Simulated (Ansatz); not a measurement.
Saddle point of C₂H₈Ge, closed shell (C₂H₆Ge ([CH3][CH2][GeH]) + H₂ → C₂H₆ (CC) + GeH₂; bonds formed: Ge1–H6, C2–H4; bonds broken: Ge1–C2, H4–H6), PBE0-D4/def2-TZVP structure:

```json
{"atom": "Ge1", "x (Å)": "-1.4807", "y (Å)": "0.9708", "z (Å)": "1.1403"}
{"atom": "C2", "x (Å)": "0.5303", "y (Å)": "0.4448", "z (Å)": "0.3174"}
{"atom": "C3", "x (Å)": "0.7552", "y (Å)": "-0.4917", "z (Å)": "-0.8613"}
{"atom": "H4", "x (Å)": "-0.5995", "y (Å)": "-0.4442", "z (Å)": "0.8117"}
{"atom": "H5", "x (Å)": "-2.0825", "y (Å)": "0.7545", "z (Å)": "-0.3185"}
{"atom": "H6", "x (Å)": "-1.4787", "y (Å)": "-0.7550", "z (Å)": "1.2736"}
{"atom": "H7", "x (Å)": "0.7058", "y (Å)": "1.4750", "z (Å)": "0.0014"}
{"atom": "H8", "x (Å)": "1.2141", "y (Å)": "0.2484", "z (Å)": "1.1462"}
{"atom": "H9", "x (Å)": "0.6217", "y (Å)": "-1.5416", "z (Å)": "-0.5830"}
{"atom": "H10", "x (Å)": "0.0471", "y (Å)": "-0.2760", "z (Å)": "-1.6641"}
{"atom": "H11", "x (Å)": "1.7671", "y (Å)": "-0.3850", "z (Å)": "-1.2636"}
```

Energies are electronic, without zero-point energy. Barriers and step energies count from the start structure reached by relaxing down the imaginary mode; all methods use the PBE0-D4 structures, on which another method's saddle can fall below an end. Computed with Ansatz 0.2.0 (basis: def2-TZVPP, with def2-QZVPP for the basis limit); correlated methods freeze the cores. Filled d shells of the heavier atoms are correlated. The def2 sets are not built for correlating such inner shells, so the correlated values are less sure here. B3LYP uses VWN-RPA correlation. Extrapolation: Hartree–Fock as exp(−7.88 √X), correlation as X^−2.97.

```tsv
method	barrier (eV)	step energy (eV)
SPW92	0.411	-0.271
PBE-D4	0.618	-0.348
BLYP-D4	?	-0.414
r2SCAN-D4	0.653	-0.382
B97M-V	0.714	-0.542
PBE0-D4	?	-0.396
B3LYP-D4	0.841	-0.453
r2SCAN0-D4	0.739	-0.414
BHLYP-D4	0.980	-0.518
CAM-B3LYP-D4	0.868	-0.476
wB97X-V	0.874	-0.443
wB97M-V	?	-0.435
B2PLYP	0.836	-0.444
PBE-QIDH	0.791	-0.396
RPA on PBE	0.845	-0.448
HF	1.288	-0.719
MP2	0.808	-0.332
CCSD	0.941	-0.471
CCSD(T)	0.865	-0.421
```

Fill in the withheld barriers. (Judge from chemistry; the value comes from the calculation.)

Computed: wB97M-V 0.851; BLYP-D4 0.782; PBE0-D4 0.717 eV. Each is the energy of the saddle less that of the start structure, by the same method.

For comparison, the barrier by CCSD(T) at an estimated basis limit (MP2 extrapolated from triple and quadruple zeta, plus CCSD(T) − MP2 in triple zeta) is 0.829 eV.

No T1 diagnostic of these runs exceeds 0.012.

Labels in which every atom is bracketed show which atoms are joined, not bond orders.

For scale, one of the runs: CCSD(T)/def2-TZVPP, 222 basis functions (an equivalent command: `ansatz run in.yaml --threads 4`). Hardware: 4 CPU threads, shared host. Wall time 91 s; peak host memory 3.5 GiB.
